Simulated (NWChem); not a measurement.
Species: BiCl₂ cation; SMILES [Cl][Bi+][Cl]

All runs: NWChem. Geometry: optimised at PBE0/def2-SVP. def2 effective core potentials on Bi; no spin-orbit coupling. Level: PBE0/def2-SVPD; the question gives the wavelength of the field.

Task: What does the run give for field 1065 nm? Quantities: isotropic polarisability (bohr³); anisotropy (bohr³).

Result: 
| Item | Result |
|---|---|
| isotropic polarisability (bohr³) | 62.9 |
| anisotropy (bohr³) | 39.0 |
